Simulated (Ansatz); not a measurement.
Saddle point of GeSiH₅F, closed shell (GeSiH₅F ([F][GeH2][SiH3]) → SiH₃F ([F][SiH3]) + GeH₂; bonds formed: Si1–F3; bonds broken: Si1–Ge2, Ge2–F3), PBE0-D4/def2-TZVP structure:

Si1  (-0.001, 0.139, 1.133)
Ge2  (-0.182, 0.286, -1.372)
F3  (0.582, -1.080, -0.121)
H4  (-1.135, -0.599, -2.228)
H5  (1.029, 0.468, -2.334)
H6  (-1.357, -0.378, 1.422)
H7  (0.046, 1.597, 1.447)
H8  (1.018, -0.434, 2.053)
(Å)

Energies are electronic, without zero-point energy. Barriers and step energies count from the start structure reached by relaxing down the imaginary mode; all methods use the PBE0-D4 structures, on which another method's saddle can fall below an end. Ansatz 0.2.0; basis: def2-TZVPP, with def2-QZVPP for the basis limit; cores frozen in the correlated methods. Filled d shells of the heavier atoms are correlated. The def2 sets are not built for correlating such inner shells, so the correlated values are less sure here. B3LYP uses VWN-RPA correlation. Extrapolation: Hartree–Fock as exp(−7.88 √X), correlation as X^−2.97.

```csv
method,barrier (kJ/mol),step energy (kJ/mol)
SPW92,119.0,103.5
PBE-D4,125.1,92.5
BLYP-D4,122.0,63.8
r2SCAN-D4,?,95.7
B97M-V,140.1,91.0
PBE0-D4,141.3,97.5
B3LYP-D4,135.0,70.6
r2SCAN0-D4,145.8,96.1
BHLYP-D4,151.7,74.2
CAM-B3LYP-D4,?,76.2
wB97X-V,147.8,92.5
wB97M-V,131.6,72.9
B2PLYP,142.2,80.1
PBE-QIDH,?,103.3
RPA on PBE,140.5,79.6
HF,182.1,71.2
MP2,149.6,95.1
CCSD,155.6,86.0
CCSD(T),149.5,88.9
```

(1) Fill in the withheld barriers. (To be estimated.)

The T1 diagnostic stays at or below 0.014.

Answers

(1) The calculation gives: CAM-B3LYP-D4 142.1; r2SCAN-D4 136.1; PBE-QIDH 153.1 kJ/mol. Each is the energy of the saddle less that of the start structure, by the same method.

For comparison, the barrier by CCSD(T) at an estimated basis limit (MP2 extrapolated from triple and quadruple zeta, plus CCSD(T) − MP2 in triple zeta) is 142.0 kJ/mol.

Losses and insertions of silylenes and their heavier kin drive the gas-phase chemistry of silicon and germanium vapour deposition.

Labels in which every atom is bracketed show which atoms are joined, not bond orders.

For scale, one of the runs: CCSD(T)/def2-TZVPP, 191 basis functions (an equivalent command: `ansatz run in.yaml --threads 4`). The run took 41 s on 4 CPU threads (shared host), with 2 GiB of host memory at its peak.
